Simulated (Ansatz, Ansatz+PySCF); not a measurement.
```xyz
24

C    -1.2224    0.7207    0.0000
C    -2.4759    1.4052    0.0000
C    -3.6562    0.7119    0.0000
C    -3.6562   -0.7119    0.0000
C    -2.4759   -1.4052    0.0000
C    -1.2224   -0.7207    0.0000
C     1.2224    0.7207    0.0000
C     0.0000    1.4017    0.0000
C     0.0000   -1.4017    0.0000
C     1.2224   -0.7207    0.0000
C     3.6562    0.7119    0.0000
C     2.4759    1.4052    0.0000
C     2.4759   -1.4052    0.0000
C     3.6562   -0.7119    0.0000
H    -2.4741    2.4985    0.0000
H    -4.6075    1.2494    0.0000
H    -4.6075   -1.2494    0.0000
H    -2.4741   -2.4985    0.0000
H     0.0000    2.4956    0.0000
H     0.0000   -2.4956    0.0000
H     4.6075    1.2494    0.0000
H     2.4741    2.4985    0.0000
H     2.4741   -2.4985    0.0000
H     4.6075   -1.2494    0.0000
```

Basis set: def2-SVP (spherical functions). Left uncorrelated: 14 orbitals. Charge 0, multiplicity 1.

Computed with Ansatz (development build ahead of 0.2.0); each method stands on the lowest determinant of its kind that the runs found. Restricted open shells among the atoms or ions are ROHF, correlated in semicanonical orbitals with singles. Restricted functionals stand beside restricted open-shell atoms, which can lie above the unrestricted atoms usual in DFT and then raise those values.

Task: Give the atomization energy at this shape (free ground-state atoms in the same class of orbitals less the molecule, no zero-point energy) of singlet C₁₄H₁₀ by RHF-MP2, UHF-MP2, ωB97X (restricted), PBE0 (restricted), RHF, UHF.

Result:

```json
{"method": "RHF-MP2", "atomization energy": "127.50 eV"}
{"method": "UHF-MP2", "atomization energy": "124.61 eV"}
{"method": "ωB97X (restricted)", "atomization energy": "130.65 eV"}
{"method": "PBE0 (restricted)", "atomization energy": "132.84 eV"}
{"method": "RHF", "atomization energy": "98.86 eV"}
{"method": "UHF", "atomization energy": "98.21 eV"}
```

Caution for RHF-MP2, RHF: an unrestricted determinant lies well below. Caution for UHF-MP2, UHF: the unrestricted determinant is a mixture of spin states.
